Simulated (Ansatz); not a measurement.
A search over several starts for the lowest SCF solution of Ga₃H₅ at the given spin, in a small basis.

```yaml
crystal:
  periodic: [false, false, false]
  atoms:
    - {symbol: Ga, position_ang: [-1.024113, -0.634424, 0.357157]}
    - {symbol: Ga, position_ang: [0.100771, 1.249677, -0.912877]}
    - {symbol: Ga, position_ang: [1.462127, -0.499153, -0.192547]}
    - {symbol: H, position_ang: [-2.154663, -1.102221, 1.336034]}
    - {symbol: H, position_ang: [2.483867, -1.650729, -0.368555]}
    - {symbol: H, position_ang: [-0.499157, 2.220399, -1.959952]}
    - {symbol: H, position_ang: [-0.921017, 1.183979, 0.483632]}
    - {symbol: H, position_ang: [0.552174, -0.767539, 1.257118]}
basis:
  gaussian: {orbitals: def2-SVP, initial_orbitals: start.molden}
hamiltonian: {xc: pbe0, dispersion: d4}
output: {orbitals: {seedname: orbitals}}
```

The file start.molden holds the orbitals of an earlier run on this structure, at another level or in another basis.

```sh
$ ansatz run in.yaml --threads 4 --pin off --events-out ev --progress --plain --max-ram 3916MiB
```

Shortened log:

```
Functional definition: PBE0
1218 factors; integrals over basis functions are off by at most 1.3e-3 eV
mean field evaluation 1: about -157173.7477 eV, gradient 5.0e0 eV
mean field evaluation 2: about -157173.8115 eV, gradient 8.1e-2 eV
mean field evaluation 4: about -157173.8239 eV, gradient 5.7e-5 eV
mean field evaluation 8: about -157172.6195 eV, gradient 3.0e1 eV
mean field evaluation 16: about -157173.8239 eV, gradient 1.4e-2 eV
mean field -157173.82392081 eV, -5776.0314928454 hartree, gradient 1.1e-5 eV, S^2 0.000000; 1 other end points of the search recorded, 0 dependent functions left out
reference -157173.82395335 eV, -5776.0314940413 hartree; 49, 49 occupied and 72, 72 virtual orbitals, 1218 factors
Total energy: -157174.00854843 eV, -5776.0382777855 hartree
```

Hardware: 4 threads of Arm Neoverse V2 on a shared host. Wall time 2.4 s.

The structure comes from a short search, and lower isomers may exist.
